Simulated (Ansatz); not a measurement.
The cluster Ag₄F₃⁺, relaxed as a singlet with RKS r2SCAN-D4/def2-SVP in Ansatz, starting from the GFN2-xTB geometry. Force threshold 0.02 eV/Å.

In the def2 sets Ag takes a core potential; there is no spin–orbit coupling. The relaxation made no stability test and no search for a lower SCF solution. No other spin state of charge 1 was run. Another isomer (singlet) lies 0.35 eV lower at PBE0-D4/def2-TZVP; other spin states weren't run for this one.

Start:

```xyz
7

Ag    2.845    1.528    2.814
Ag   -2.360   -0.789   -2.432
Ag    0.735   -1.715    0.554
Ag   -0.225    1.030   -0.019
F    -0.739   -1.716   -0.975
F    -1.752    1.144   -1.453
F     1.495    0.518    1.512
```

Question: Estimate the energy that the relaxation releases and the steps that it takes.

Answer: 0.63 eV, in 12 steps; 56 s on 4 threads of Arm Neoverse V1 on a shared host. The force fell under the threshold at step 11, but the optimiser went on. No frequencies were taken in this run, so the end may be a saddle point.

Question: Does the start keep its bonding?

Answer: By distances, no bond broke or formed, bridged metal pairs apart. The bond that changes most is Ag3–F7, from 2.55 to 2.23 Å (atoms count from 1). Metal–metal contacts that move far: Ag2–Ag3 4.40 to 2.86 Å, Ag2–Ag4 3.70 to 2.86 Å.

Question: Predict the relaxed structure.

Answer: 
```xyz
7

Ag    2.687    1.152    2.694
Ag   -1.584   -0.685   -1.591
Ag    0.489   -1.321    0.272
Ag   -0.318    1.401   -0.098
F    -0.681   -2.491   -0.998
F    -1.837    1.403   -1.528
F     1.245    0.541    1.249
```
Bond lengths (bridged metal pairs left out): 7 × Ag–F 2.09 to 2.24 Å.
